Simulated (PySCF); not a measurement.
## TiHF + F₂ → TiF₂ + HF

Level: PBE0 in the def2-TZVP basis family, all electrons, no relativity, computed in PySCF with density fitting; open shells unrestricted.

```csv
species,state and structure,E (Eh),ZPE (kJ/mol),H(298 K) − H(0) (kJ/mol),S° (J/(mol K))
TiHF,"triplet, Cs, Ti–F 1.785 Å, Ti–H 1.752 Å; F–Ti–H 124.6°",-949.64574,16.2,11.1,259.4
F₂,"singlet, D∞h, F–F 1.376 Å",-199.40856,6.6,8.7,201.9
TiF₂,"triplet, C2v, Ti–F 1.792 Å (×2); F–Ti–F 139.4°",-1048.94908,9.0,12.4,279.9
HF,"singlet, C∞v, H–F 0.920 Å",-100.39188,24.9,8.7,173.6
```

Q: What is the electronic reaction energy?

A: At PBE0/def2-TZVP, ΔE = -752.6 kJ/mol from the differences of the total energies times 2625.5, downhill. Fluorination of this kind underlies dry etching and chamber cleaning.

Q: Add zero-point, thermal and entropy terms for 298.15 K and 1 bar.

A: ΔZPE = 11.1 and Δ[H(298) − H(0)] = 1.3 kJ/mol give ΔH° = -740.2 kJ/mol. ΔS° = -7.8 J/(mol K), so ΔG° = -740.2 − 298.15 × (-0.0078) = -738 kJ/mol.

Open d or f shells are single determinants, so the state found may not be the ground state. Only the bonding shown was studied: isomers, or loss of a ligand pair, can lie lower.
